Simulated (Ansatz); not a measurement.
Relaxation of the cluster Zr4O8⁻ with UKS PBE-D4/def2-SVP.

```sh
$ ansatz run in.yaml --threads 4 --pin off --events-out ev --progress --plain --max-ram 6963MiB
```

```yaml
crystal:
  periodic: [false, false, false]
  atoms:
    - {symbol: Zr, position_ang: [2.590740, 0.240910, 1.265940]}
    - {symbol: Zr, position_ang: [0.184720, -1.799500, 0.975340]}
    - {symbol: Zr, position_ang: [0.240940, 1.203890, -0.609540]}
    - {symbol: Zr, position_ang: [-2.268850, -0.147470, -1.471230]}
    - {symbol: O, position_ang: [-0.597610, 0.688180, -2.222160]}
    - {symbol: O, position_ang: [-1.374850, 2.098850, -0.033520]}
    - {symbol: O, position_ang: [-2.599050, 1.485030, -0.445050]}
    - {symbol: O, position_ang: [-0.102180, -3.531410, 0.761180]}
    - {symbol: O, position_ang: [4.343120, 0.060290, 1.463780]}
    - {symbol: O, position_ang: [-3.550160, -1.140690, -2.184590]}
    - {symbol: O, position_ang: [1.306240, -0.905010, 2.213300]}
    - {symbol: O, position_ang: [1.826940, 1.746920, 0.286540]}
basis:
  gaussian: {orbitals: def2-SVP}
total_charge: -1
magnetization: {spin_polarized: true, initial_magnetization: 1}
hamiltonian: {xc: pbe, dispersion: d4}
scf: {lower_state_search: "off"}
output: {orbitals: {seedname: orbitals}}
relax: {f_tol: 0.03, max_steps: 70}
```

Hardware: 4 threads of Intel Xeon on a shared host. Wall time 6.6 min.

Positions (Å) and forces (eV/Å) at steps 1, 2, 3, 4, 5, 6, 7, 8, 10, 11, 12, 13, 14, 16, 17, 18, 19, 20 of 20:

```xyz
12
step=1 energy=-21484.7924 eV
Zr    2.591    0.241    1.266    1.158   -0.004    0.632
Zr    0.185   -1.800    0.975   -2.246    0.420   -1.823
Zr    0.241    1.204   -0.610   -0.666   -0.031   -0.138
Zr   -2.269   -0.147   -1.471    0.822   -1.458    0.286
O    -0.598    0.688   -2.222    0.529   -0.713   -2.755
O    -1.375    2.099   -0.034   -0.805    0.680    1.039
O    -2.599    1.485   -0.445   -1.503    1.549    0.942
O    -0.102   -3.531    0.761    0.252   -1.219    0.207
O     4.343    0.060    1.464    1.400   -0.171    0.112
O    -3.550   -1.141   -2.185   -1.065   -0.426   -0.719
O     1.306   -0.905    2.213    0.552   -0.491    2.352
O     1.827    1.747    0.287    1.571    1.865   -0.135
12
step=2 energy=-21485.9342 eV
Zr    2.694    0.288    1.381    0.132   -0.095    0.349
Zr   -0.006   -1.761    0.982    0.252   -1.260    0.669
Zr    0.198    1.304   -0.672    0.318    0.677   -0.441
Zr   -2.252   -0.198   -1.452   -0.487   -0.306   -0.419
O    -0.544    0.581   -2.340    0.186   -0.187    0.133
O    -1.480    2.093    0.065    0.369   -0.071    0.245
O    -2.705    1.508   -0.423   -0.997    0.007    0.006
O    -0.003   -3.568    0.798    0.119    1.388    0.010
O     4.475    0.024    1.466   -0.233   -0.034   -0.052
O    -3.608   -1.066   -2.268    0.415    0.318    0.158
O     1.327   -0.976    2.233   -0.106   -0.249   -0.411
O     1.906    1.770    0.231    0.031   -0.187   -0.249
12
step=3 energy=-21485.9639 eV
Zr    2.702    0.300    1.444   -0.194   -0.012   -0.206
Zr   -0.057   -1.796    1.167    0.397   -0.797   -0.309
Zr    0.203    1.440   -0.766    0.018   -0.408    0.377
Zr   -2.288   -0.166   -1.489   -0.038   -0.125   -0.031
O    -0.530    0.542   -2.369    0.120    0.115    0.652
O    -1.525    2.057    0.086    0.573   -0.233   -0.201
O    -2.784    1.522   -0.416   -0.230   -0.105   -0.052
O     0.101   -3.566    0.758    0.014    1.721    0.357
O     4.480   -0.019    1.432   -0.538    0.023   -0.009
O    -3.628   -1.028   -2.331    0.367    0.296    0.122
O     1.382   -1.021    2.302   -0.096   -0.130   -0.469
O     1.944    1.735    0.182   -0.394   -0.345   -0.230
12
step=4 energy=-21486.1777 eV
Zr    2.688    0.312    1.450    0.007    0.020   -0.112
Zr   -0.087   -1.668    1.176    0.144   -0.891   -0.300
Zr    0.213    1.376   -0.734    0.022   -0.293    0.277
Zr   -2.285   -0.218   -1.455   -0.177   -0.088   -0.279
O    -0.516    0.466   -2.317    0.032    0.024    0.432
O    -1.514    1.971    0.118    0.342   -0.181   -0.089
O    -2.789    1.463   -0.383   -0.116   -0.030   -0.026
O     0.151   -3.395    0.683   -0.037    1.350    0.293
O     4.444   -0.096    1.382   -0.423    0.037   -0.020
O    -3.621   -0.962   -2.408    0.370    0.216    0.227
O     1.361   -0.969    2.320   -0.013   -0.053   -0.216
O     1.953    1.718    0.168   -0.151   -0.110   -0.188
12
step=5 energy=-21486.3022 eV
Zr    2.659    0.329    1.448    0.467   -0.148    0.262
Zr   -0.136   -1.573    1.188   -0.076   -0.991   -0.038
Zr    0.233    1.292   -0.682    0.085    0.318   -0.254
Zr   -2.284   -0.238   -1.442   -0.358   -0.206   -0.305
O    -0.493    0.405   -2.260    0.022   -0.114    0.004
O    -1.487    1.876    0.160   -0.025   -0.074    0.023
O    -2.782    1.441   -0.376   -0.197    0.080    0.104
O     0.214   -3.233    0.601   -0.059    0.799    0.151
O     4.389   -0.159    1.330   -0.316    0.038   -0.030
O    -3.611   -0.938   -2.438    0.298    0.162    0.183
O     1.325   -0.920    2.322    0.055    0.024    0.055
O     1.972    1.719    0.150    0.104    0.111   -0.155
12
step=6 energy=-21486.3677 eV
Zr    2.648    0.356    1.499    0.208    0.017   -0.012
Zr   -0.171   -1.515    1.220    0.037   -0.638   -0.209
Zr    0.268    1.295   -0.696   -0.120    0.028   -0.089
Zr   -2.308   -0.254   -1.434    0.191   -0.031   -0.063
O    -0.482    0.340   -2.225   -0.028   -0.064    0.091
O    -1.464    1.791    0.185   -0.085   -0.009   -0.072
O    -2.788    1.422   -0.338    0.009    0.055    0.108
O     0.274   -3.084    0.482   -0.060    0.594    0.226
O     4.319   -0.259    1.266   -0.195    0.006    0.019
O    -3.598   -0.953   -2.464    0.012    0.078    0.024
O     1.289   -0.863    2.369   -0.010   -0.007    0.010
O     2.012    1.723    0.136    0.041   -0.028   -0.034
12
step=7 energy=-21486.4023 eV
Zr    2.624    0.378    1.527    0.167   -0.036   -0.090
Zr   -0.163   -1.511    1.230    0.048   -0.079   -0.003
Zr    0.272    1.281   -0.714    0.005    0.018    0.081
Zr   -2.309   -0.274   -1.413    0.044    0.119    0.072
O    -0.478    0.268   -2.204    0.014   -0.013    0.049
O    -1.463    1.777    0.156   -0.039   -0.027   -0.020
O    -2.807    1.382   -0.281    0.116   -0.030   -0.035
O     0.436   -2.978    0.431    0.017    0.108    0.042
O     4.226   -0.374    1.229   -0.174    0.076    0.030
O    -3.605   -0.867   -2.493   -0.069   -0.054   -0.039
O     1.243   -0.793    2.421   -0.100   -0.015   -0.079
O     2.023    1.712    0.111   -0.030   -0.069   -0.008
12
step=8 energy=-21486.3996 eV rejected
Zr    2.616    0.352    1.529    0.004   -0.077    0.097
Zr   -0.189   -1.499    1.227    0.084   -0.433   -0.271
Zr    0.275    1.267   -0.699    0.018    0.095   -0.245
Zr   -2.318   -0.255   -1.412   -0.181   -0.230    0.008
O    -0.468    0.240   -2.185    0.073    0.085    0.035
O    -1.459    1.760    0.175   -0.031    0.102   -0.019
O    -2.796    1.415   -0.316   -0.088    0.063    0.079
O     0.551   -2.849    0.330   -0.150    0.241    0.195
O     4.209   -0.417    1.261   -0.009   -0.009    0.016
O    -3.640   -0.922   -2.429    0.101    0.066    0.004
O     1.178   -0.764    2.426    0.162    0.118    0.083
O     2.044    1.670    0.094    0.018   -0.021    0.018
12
step=10 energy=-21486.4143 eV
Zr    2.610    0.361    1.536    0.032   -0.028   -0.011
Zr   -0.164   -1.527    1.212    0.040   -0.072   -0.077
Zr    0.267    1.274   -0.710   -0.008   -0.003   -0.004
Zr   -2.330   -0.267   -1.390   -0.001   -0.030    0.028
O    -0.483    0.231   -2.173    0.001    0.010   -0.005
O    -1.465    1.800    0.152    0.015    0.018   -0.009
O    -2.803    1.420   -0.306   -0.015    0.013    0.005
O     0.589   -2.881    0.346   -0.034    0.073    0.054
O     4.194   -0.428    1.271   -0.025    0.022    0.012
O    -3.634   -0.889   -2.450   -0.003    0.001   -0.009
O     1.182   -0.757    2.429   -0.004    0.002    0.008
O     2.040    1.662    0.083    0.003   -0.005    0.008
12
step=11 energy=-21486.4144 eV
Zr    2.604    0.357    1.537    0.057   -0.027    0.019
Zr   -0.163   -1.530    1.188    0.067   -0.170   -0.007
Zr    0.268    1.274   -0.713   -0.015    0.059   -0.084
Zr   -2.334   -0.268   -1.375   -0.021   -0.014   -0.028
O    -0.488    0.225   -2.168   -0.005   -0.001   -0.007
O    -1.463    1.814    0.145    0.016   -0.001    0.002
O    -2.802    1.430   -0.308   -0.031    0.018    0.012
O     0.612   -2.881    0.334   -0.061    0.111    0.053
O     4.195   -0.426    1.295   -0.021    0.018    0.010
O    -3.639   -0.894   -2.432    0.000    0.002    0.001
O     1.166   -0.756    2.420   -0.002    0.006    0.010
O     2.044    1.654    0.077    0.017   -0.001    0.018
12
step=12 energy=-21486.4139 eV rejected
Zr    2.598    0.343    1.533   -0.029    0.021   -0.052
Zr   -0.162   -1.554    1.181    0.072   -0.038   -0.102
Zr    0.266    1.283   -0.725   -0.075   -0.124    0.061
Zr   -2.341   -0.263   -1.366    0.022   -0.010   -0.038
O    -0.500    0.231   -2.172    0.000   -0.002    0.010
O    -1.461    1.839    0.131    0.031   -0.013   -0.005
O    -2.800    1.450   -0.318    0.009    0.019    0.013
O     0.637   -2.888    0.322   -0.066    0.110    0.050
O     4.212   -0.405    1.335   -0.026    0.007    0.010
O    -3.651   -0.906   -2.407    0.024    0.024    0.020
O     1.157   -0.770    2.415    0.021    0.006    0.016
O     2.045    1.639    0.070    0.017    0.000    0.016
12
step=13 energy=-21486.4156 eV
Zr    2.603    0.350    1.535    0.010    0.005   -0.007
Zr   -0.162   -1.539    1.194    0.023   -0.054   -0.052
Zr    0.266    1.273   -0.718   -0.034   -0.017    0.003
Zr   -2.338   -0.266   -1.375    0.002   -0.010   -0.011
O    -0.494    0.226   -2.173   -0.006   -0.005    0.000
O    -1.462    1.820    0.140    0.018   -0.001   -0.005
O    -2.801    1.437   -0.312   -0.007    0.011    0.006
O     0.619   -2.874    0.324   -0.029    0.058    0.034
O     4.205   -0.414    1.314   -0.007    0.006    0.007
O    -3.647   -0.894   -2.426    0.006    0.007    0.004
O     1.168   -0.763    2.423    0.008    0.000    0.012
O     2.043    1.645    0.074    0.016    0.000    0.008
12
step=14 energy=-21486.4156 eV rejected
Zr    2.595    0.345    1.530    0.061   -0.028    0.052
Zr   -0.164   -1.559    1.186    0.006   -0.003    0.001
Zr    0.257    1.252   -0.729    0.077    0.027   -0.052
Zr   -2.356   -0.262   -1.365   -0.003   -0.011    0.007
O    -0.516    0.207   -2.177   -0.009   -0.001    0.002
O    -1.448    1.836    0.139   -0.056   -0.008    0.008
O    -2.792    1.455   -0.308   -0.018    0.010    0.000
O     0.640   -2.864    0.296    0.000   -0.006   -0.010
O     4.235   -0.360    1.393   -0.011    0.002    0.001
O    -3.668   -0.876   -2.419   -0.031   -0.005   -0.005
O     1.170   -0.782    2.412   -0.011    0.008    0.005
O     2.048    1.610    0.043   -0.004    0.016   -0.007
12
step=16 energy=-21486.4165 eV
Zr    2.598    0.344    1.537    0.048   -0.015    0.016
Zr   -0.159   -1.555    1.181    0.012   -0.025   -0.024
Zr    0.260    1.253   -0.730    0.021    0.001   -0.017
Zr   -2.359   -0.265   -1.363    0.002    0.009    0.003
O    -0.517    0.205   -2.175   -0.009   -0.007    0.001
O    -1.451    1.834    0.133   -0.027   -0.008   -0.001
O    -2.795    1.457   -0.314   -0.001    0.000    0.000
O     0.654   -2.852    0.286   -0.015    0.023    0.013
O     4.231   -0.375    1.391   -0.029    0.013    0.004
O    -3.675   -0.879   -2.411   -0.011   -0.001    0.000
O     1.164   -0.776    2.416    0.002    0.006    0.001
O     2.048    1.609    0.049    0.009    0.005    0.005
12
step=17 energy=-21486.4168 eV
Zr    2.599    0.343    1.541    0.065   -0.027    0.009
Zr   -0.157   -1.557    1.177    0.009   -0.025   -0.023
Zr    0.260    1.247   -0.734    0.019    0.001   -0.015
Zr   -2.366   -0.264   -1.360    0.003    0.019    0.012
O    -0.523    0.198   -2.174   -0.008   -0.008   -0.001
O    -1.449    1.835    0.130   -0.029   -0.007   -0.004
O    -2.794    1.462   -0.316    0.005   -0.006   -0.001
O     0.665   -2.842    0.273   -0.014    0.021    0.013
O     4.238   -0.367    1.412   -0.058    0.026    0.005
O    -3.686   -0.874   -2.407   -0.011   -0.003   -0.003
O     1.163   -0.777    2.415    0.007    0.009   -0.003
O     2.050    1.598    0.044    0.012    0.000    0.011
12
step=18 energy=-21486.4170 eV
Zr    2.602    0.344    1.548    0.066   -0.036   -0.010
Zr   -0.155   -1.560    1.167    0.019   -0.017   -0.018
Zr    0.260    1.239   -0.740    0.007   -0.011    0.000
Zr   -2.375   -0.263   -1.357    0.007    0.028    0.020
O    -0.531    0.187   -2.173   -0.004   -0.003   -0.005
O    -1.445    1.836    0.124   -0.025   -0.009   -0.009
O    -2.794    1.468   -0.316    0.016   -0.010   -0.001
O     0.678   -2.835    0.258   -0.016    0.022    0.013
O     4.247   -0.356    1.440   -0.087    0.039    0.006
O    -3.701   -0.868   -2.399   -0.010   -0.006   -0.007
O     1.162   -0.779    2.410    0.011    0.011   -0.008
O     2.053    1.586    0.039    0.015   -0.008    0.019
12
step=19 energy=-21486.4141 eV rejected
Zr    2.608    0.350    1.564    0.111   -0.042    0.062
Zr   -0.149   -1.545    1.143   -0.028   -0.156    0.102
Zr    0.265    1.213   -0.740   -0.007    0.178   -0.168
Zr   -2.389   -0.262   -1.352   -0.045    0.017   -0.010
O    -0.541    0.166   -2.171   -0.004   -0.008   -0.010
O    -1.440    1.828    0.116   -0.007   -0.016   -0.011
O    -2.795    1.474   -0.316   -0.026   -0.001    0.012
O     0.692   -2.809    0.225    0.003    0.011   -0.001
O     4.256   -0.347    1.477   -0.062    0.027    0.003
O    -3.725   -0.859   -2.387    0.002   -0.007   -0.005
O     1.158   -0.776    2.404    0.030    0.018   -0.006
O     2.059    1.567    0.036    0.033   -0.021    0.032
12
step=20 energy=-21486.4173 eV
Zr    2.604    0.346    1.555    0.003    0.002   -0.018
Zr   -0.152   -1.560    1.164   -0.002    0.008   -0.025
Zr    0.263    1.231   -0.744   -0.021   -0.016    0.024
Zr   -2.382   -0.260   -1.356    0.010    0.007    0.020
O    -0.536    0.179   -2.175    0.004    0.002   -0.002
O    -1.443    1.833    0.118   -0.003   -0.007   -0.019
O    -2.795    1.471   -0.316    0.017    0.002    0.006
O     0.686   -2.822    0.242   -0.001    0.005    0.011
O     4.250   -0.351    1.455   -0.024    0.010    0.003
O    -3.712   -0.864   -2.394   -0.001   -0.001   -0.004
O     1.162   -0.779    2.411    0.008   -0.002   -0.003
O     2.055    1.576    0.039    0.010   -0.010    0.009
```

In the def2 sets Zr takes a core potential; there is no spin–orbit coupling. The structure holds one bond between oxygen atoms, so isomers without such links may lie far lower. Another isomer (doublet) lies 8.21 eV lower at PBE0-D4/def2-SVP; other spin states weren't run for this one.
